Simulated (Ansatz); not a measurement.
Reactions of C$_{4}$H$_{4}$F$_{6}$O, SMILES `FCC(F)(F)OC(F)C(F)F`.

Gas-phase electronic energies from Ansatz, PBE0-D4/def2-TZVP geometries. CCSD(T)/CBS is the MP2 limit (def2-TZVPP, def2-QZVPP) plus CCSD(T) − MP2 in def2-TZVPP, frozen cores. This one scheme is used for every species, atoms too. For atomizations the MP2-based limit and the directly extrapolated one differ by several kJ/mol either way, and by 10 to 25 for some Ge, Se and Sn compounds, so smaller differences from it don't rank the levels. No spin–orbit coupling; open shells (•) take unrestricted orbitals. Spin–orbit coupling would lower the free atoms: a little for C, F, O. One conformer a species, not always the lowest.

Q: Order these by ΔE at CCSD(T)/CBS, lowest first. (Best estimate.)
A. `FCC(F)(F)OC(F)C(F)F` → `FCC(F)(F)OCC(F)(F)F`
B. `FCC(F)(F)OC(F)C(F)F` → 4 C• + 6 F• + 4 H• + O•
C. `FCC(F)(F)OC(F)C(F)F` → `F[C]F` + `FCOC(F)C(F)F`
D. `FCC(F)(F)OC(F)C(F)F` → `FCC(F)C(F)(F)OC(F)F`

A: A (-41.0 kJ/mol), D (-11.5 kJ/mol), C (+259.2 kJ/mol), B (+6135.5 kJ/mol).

Largest T1 diagnostic: 0.017, for `F[C]F`.
